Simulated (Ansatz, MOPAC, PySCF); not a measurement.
System: P$_{2}$H$_{5}$, charge 1, multiplicity 1. SMILES: P[PH3+]
Coordinates optimised at B3LYP-D3(BJ)/def2-TZVP (Ansatz, a first-principles code):
```
P
H 1 1.3999
H 1 1.3999 2 105.75
H 1 1.4021 2 106.00 3 112.26
P 1 2.2072 2 110.26 3 -119.19
H 5 1.4193 1 90.52 2 -74.63
H 5 1.4193 6 94.34 1 90.56
```
Charge +1, spin multiplicity 1.

Unscaled harmonic wavenumbers (cm⁻¹) in rising order, each level at the stationary point that it reaches from this structure (no distance between atoms moves by over 0.3 Å); the order of modes can differ between levels, and a negative number is imaginary. B3LYP-D3(BJ)/def2-TZVP (PySCF, at the structure above): 186, 430, 507, 516, 825, 854, 1008, 1084, 1103, 1104, 2391, 2403, 2486, 2520, 2529.

PM3 (MOPAC): 130, 463, 500, 517, 675, 713, 948, 1049, 1091, 1091, 1547, 1628, 1919, 2023, 2035. Zero-point energy 23.3 against 28.5 kcal/mol; where all levels lie over 400 cm⁻¹, the wavenumbers are on average 0.864 times those of B3LYP-D3(BJ)/def2-TZVP.

HF/3-21G (Ansatz): 143, 356, 519, 525, 892, 905, 1003, 1175, 1178, 1236, 2420, 2421, 2543, 2574, 2580. Zero-point energy 29.3 against 28.5 kcal/mol; where all levels lie over 400 cm⁻¹, the wavenumbers are on average 1.041 times those of B3LYP-D3(BJ)/def2-TZVP.

B3LYP/6-31G* (Ansatz): 190, 425, 519, 521, 845, 868, 1023, 1095, 1111, 1132, 2426, 2440, 2533, 2571, 2582. Zero-point energy 29.0 against 28.5 kcal/mol; where all levels lie over 400 cm⁻¹, the wavenumbers are on average 1.017 times those of B3LYP-D3(BJ)/def2-TZVP.
